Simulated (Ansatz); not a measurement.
Si(H)(Me)(NH2)2 (CH8N2Si), SMILES N[SiH](N)C.

Geometry: B3LYP-D3(BJ)/def2-SVP. The values are those of a single conformer.

Two levels are set side by side: PBE/def2-SVPD (Ansatz, a program for electronic structure) and PBE0/def2-SVPD (Ansatz). Energy differences of separate SCF runs at the same geometry; the states with an electron removed or added have multiplicity 2 and 2. Differences are taken from unrounded values.

```json
[
 {"quantity": "vertical ionisation energy (eV)", "PBE0": "8.96"},
 {"quantity": "vertical singlet–triplet gap (eV)", "PBE0": "5.83"}
]
```

**Question.** What does PBE give, and how far is it from PBE0? (The exact figures need the calculation; the answer reports its results.)

**Answer.** 
```json
[
 {"quantity": "vertical ionisation energy (eV)", "PBE": "8.69", "PBE minus PBE0": "-0.27"},
 {"quantity": "vertical singlet–triplet gap (eV)", "PBE": "5.38", "PBE minus PBE0": "-0.45"}
]
```
